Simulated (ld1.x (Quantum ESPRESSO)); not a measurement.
**Ti (Z = 22), TM: configuration errors across variants**

* Element: Ti (Z = 22)
* Generator: ld1.x (Quantum ESPRESSO) 7.5
* Type: norm-conserving Troullier–Martins (Kleinman–Bylander form)
* Functional: LDA (PZ)
* Relativity: scalar-relativistic
* Frozen core: [Ne]
* Valence charge: 12
* Reference configuration: 3s2 3p6 3d2 4s2 4p0
* Partial waves: 3s (bound): rc 1.30 bohr; 3p (bound): rc 1.00 bohr; 3d (bound): rc 2.15 bohr
* Local potential: the d channel
* Core correction: none

Occupied shells without a wave of their own: 4s. They enter only through the test configuration that unscreens the potential.

All-electron excitation energies from the reference (eV): (1) 3s2 3p6 3d2 4s1 4p0 7.536; (2) 3s2 3p6 3d2 4s0 4p0 21.336; (3) 3s2 3p6 3d1 4s0 4p0 48.525; (4) 3s2 3p6 3d0 4s0 4p0 92.061; (5) 3s2 3p5 3d2 4s2 4p0 45.508; (6) 3s2 3p6 3d2 4s1 4p1 3.136; (7) 3s2 3p6 3d3 4s0 4p0 7.558; (8) 3s2 3p6 3d2 4s2 4p0 spin -0.670; (9) 3s2 3p6 3d2 4s1 4p0 spin 6.292.

Spin tests fill each open shell by Hund’s rule, majority spin first.

For the base: The 4s level has no wave, so the channel is fitted at the deeper level alone: the likely source of the large errors.

On the changes marked as counting shells twice: ld1.x takes every shell without a wave as core, so the model core holds the marked electrons as well and exchange and correlation see them twice. This cancels in the reference configuration, but the file is broken for other ones, and its errors say nothing about a proper core correction.

Errors AE − PS in meV (a dash: test not solved or not reliable):

| change | (1) | (2) | (3) | (4) | (5) | (6) | (7) | (8) | (9) | bound ghosts |
| --- | --- | --- | --- | --- | --- | --- | --- | --- | --- | --- |
| base | +1.8 | -119 | -439 | -217 | +204 | -157 | +154 | +64 | +70 | none |
| core correction a·sin(br)/r model core inside 0.50 bohr (4s counted twice) | -138 | -853 | -1496 | -1537 | +133 | -184 | -193 | +29 | -285 | none |
| core correction a·sin(br)/r model core inside 0.72 bohr (4s counted twice) | -138 | -848 | -1493 | -1536 | +139 | -184 | -185 | +31 | -275 | none |
| core correction a·sin(br)/r model core inside 0.86 bohr (4s counted twice) | -137 | -844 | -1491 | -1535 | +143 | -183 | -180 | +35 | -267 | none |
| core correction a·sin(br)/r model core inside 1.02 bohr (4s counted twice) | -137 | -842 | -1490 | -1534 | +146 | -183 | -178 | +37 | -262 | none |

**Question.** Give the same row for: core correction a·sin(br)/r model core inside 1.18 bohr (4s counted twice).

**Answer.** -137, -841, -1489, -1533, +147, -183, -177, +39, -259; bound ghosts: none. ld1.x takes every shell without a wave as core, so the model core holds the 4s electrons as well and exchange and correlation see them twice. This cancels in the reference configuration, but the file is broken for other ones, and its errors say nothing about a proper core correction.
